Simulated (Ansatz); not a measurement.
Reaction (SMILES): FSF → 2 F atom + S atom
B3LYP-D3(BJ)/def2-TZVP geometries, fixed; electronic energies without zero-point terms.

The atomisation energy at MP2 with Ansatz (a quantum-chemistry and plane-wave program), in kcal/mol, split into its Hartree-Fock and correlation parts. Cores are frozen. Open shells are unrestricted. No added dispersion term, no relativity. Functions are those of the species that has most.

| basis | X | functions | Hartree-Fock | MP2 |
|---|---|---|---|---|
| aug-cc-pV(D+d)Z | 2 | 78 | 70.85 | 166.20 |
| aug-cc-pV(T+d)Z | 3 | 147 | 78.07 | 182.14 |
| aug-cc-pV(Q+d)Z | 4 | 249 | 79.27 | 187.22 |
| aug-cc-pV(5+d)Z | 5 | 390 | 79.42 | 188.88 |

Worked estimate of the basis-set limit from each neighbouring pair, with Hartree-Fock from the larger set and the correlation part extrapolated as X^-3.
Correlation parts: X = 2: 95.35, X = 3: 104.07, X = 4: 107.95, X = 5: 109.46.
- (2,3): (27·(104.07) - 8·(95.35))/19 = 107.74; with Hartree-Fock 78.07 the estimate is 185.81 kcal/mol.
- (3,4): (64·(107.95) - 27·(104.07))/37 = 110.78; with Hartree-Fock 79.27 the estimate is 190.05 kcal/mol.
- (4,5): (125·(109.46) - 64·(107.95))/61 = 111.04; with Hartree-Fock 79.42 the estimate is 190.46 kcal/mol.
The last two estimates differ by 0.41 kcal/mol; the largest set lies 1.58 from the last. Over the last step Hartree-Fock moves by 0.15 and the correlation part by 1.51.
